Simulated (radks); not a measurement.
Task: The iron ion Fe3+, [Ar] 3d5. Calculated with a radial shooting solver on a logarithmic mesh with Libxc functionals: non-relativistic Kohn-Sham, exchange-only PBE, spin-polarised, spherical densities, point nucleus. Every spin shell is full or empty, so the densities are truly spherical. Functionals are evaluated on that one density, not self-consistently. Rank these exchange functionals by their error against the exact value of the orbitals, and give that value: LDA, B88, PBE, RPBE, PW91, OPTX, WC, SOGGA, B86b, G96, TPSS, SCAN, Tao-Mo, TASK, MVS.

Result: Exact: -53.6085 hartree. From best to worst, with 100 (|E| - |E exact|)/|E exact| (equal figures are ties): PW91 -0.01, MVS -0.04, RPBE -0.06, B88 +0.07, TPSS +0.09, B86b +0.10, G96 +0.27, SCAN +0.29, Tao-Mo -0.43, PBE -0.44, OPTX +0.55, WC -1.19, TASK -2.67, SOGGA -2.93, LDA -6.52.
